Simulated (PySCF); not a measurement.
**Bond length, frequency and bond energy of KSr⁺ by level of theory**

State: ¹Σ⁺ (singlet), closed shell. Set-up: K def2-SVPD, Sr def2-SVPD with ECP28; scalar-relativistic core potentials (PySCF 2.14). De refers to K⁺ + Sr in their ground configurations, without counterpoise correction. A positive dipole points towards Sr; it is taken about the centre of mass and depends on that origin.

```json
{"Level": "RHF-MP2", "Re (Å)": "4.323", "ωe (cm⁻¹)": "71.1", "De (eV)": "0.53", "μ (D)": "n/a", "CPU s a point (SCF and correlation, without the integrals)": "0.12"}
{"Level": "RHF-SCS-MP2", "Re (Å)": "4.352", "ωe (cm⁻¹)": "70.1", "De (eV)": "0.51", "μ (D)": "n/a", "CPU s a point (SCF and correlation, without the integrals)": "n/a"}
{"Level": "RHF-CCSD", "Re (Å)": "4.343", "ωe (cm⁻¹)": "71.3", "De (eV)": "0.55", "μ (D)": "n/a", "CPU s a point (SCF and correlation, without the integrals)": "n/a"}
{"Level": "RHF-CCSD(T)", "Re (Å)": "4.338", "ωe (cm⁻¹)": "71.6", "De (eV)": "0.55", "μ (D)": "n/a", "CPU s a point (SCF and correlation, without the integrals)": "2.1"}
{"Level": "LDA", "Re (Å)": "4.158", "ωe (cm⁻¹)": "78.7", "De (eV)": "0.67", "μ (D)": "-6.08", "CPU s a point (SCF and correlation, without the integrals)": "0.39"}
{"Level": "PBE", "Re (Å)": "4.264", "ωe (cm⁻¹)": "75.6", "De (eV)": "0.66", "μ (D)": "-6.03", "CPU s a point (SCF and correlation, without the integrals)": "0.57"}
{"Level": "r²SCAN", "Re (Å)": "4.347", "ωe (cm⁻¹)": "73.6", "De (eV)": "0.56", "μ (D)": "-6.73", "CPU s a point (SCF and correlation, without the integrals)": "0.81"}
{"Level": "PBE0", "Re (Å)": "4.280", "ωe (cm⁻¹)": "76.5", "De (eV)": "0.63", "μ (D)": "-6.12", "CPU s a point (SCF and correlation, without the integrals)": "1.1"}
{"Level": "B97-3", "Re (Å)": "4.318", "ωe (cm⁻¹)": "75.4", "De (eV)": "0.56", "μ (D)": "-6.58", "CPU s a point (SCF and correlation, without the integrals)": "0.45"}
{"Level": "HSE06", "Re (Å)": "4.280", "ωe (cm⁻¹)": "75.6", "De (eV)": "0.62", "μ (D)": "-6.21", "CPU s a point (SCF and correlation, without the integrals)": "0.81"}
{"Level": "BHandHLYP", "Re (Å)": "4.304", "ωe (cm⁻¹)": "74.5", "De (eV)": "0.57", "μ (D)": "-6.43", "CPU s a point (SCF and correlation, without the integrals)": "0.47"}
```

The bond length runs from 4.158 Å (LDA) to 4.352 Å (RHF-SCS-MP2). De spans 0.51 eV (RHF-SCS-MP2, perturbation theory) to 0.67 eV (LDA, local density).

Correlated steps freeze 5 core orbitals. Closed-shell solutions of metal pairs were not tested for spin polarisation, which can lower them a little. Correlated levels converge slowly with the basis: in double zeta they bind strong bonds too weakly, by up to about 1 eV, and carry superposition errors of some tenths. For an ion De counts to the pair picked by the measured ionisation energies or electron affinities, which need not be the lowest pair at this level.

The whole job (state search and all levels along the bond) took about 1.9 min on 1 thread of Arm Neoverse V1 (shared host), peak memory 0.65 GiB.
